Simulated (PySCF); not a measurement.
CH7Cl2NSi2, SMILES CN[Si@H](Cl)[SiH2]Cl.

Coordinates come from a PBE-D3(BJ)/def2-SVP optimisation. The structure was generated by enumeration; whether it is a known compound was not checked. Other conformers were not sampled.

Two levels are set side by side: TDA-PBE/def2-SVPD (PySCF) and TDA-PBE0/def2-SVPD (PySCF). Vertical, same geometry. The lowest singlet is HOMO→LUMO 92 % with PBE and HOMO→LUMO 58 %, HOMO→LUMO+1 39 % with the other functional; states are paired by order. Differences are taken from unrounded values.

```tsv
quantity	TDA-PBE0	TDA-PBE	TDA-PBE minus TDA-PBE0
lowest singlet excitation (eV)	5.66	4.68	-0.98
lowest triplet excitation (TDA) (eV)	5.28	4.46	-0.82
```

Functionals without exact exchange tend to place singlet excitations lower, as here. Differences between two approximate levels are no errors against the true value.

Rough cost on one machine, each run with all the roots and properties that it gave: TDA-PBE0 against TDA-PBE about 2 times.
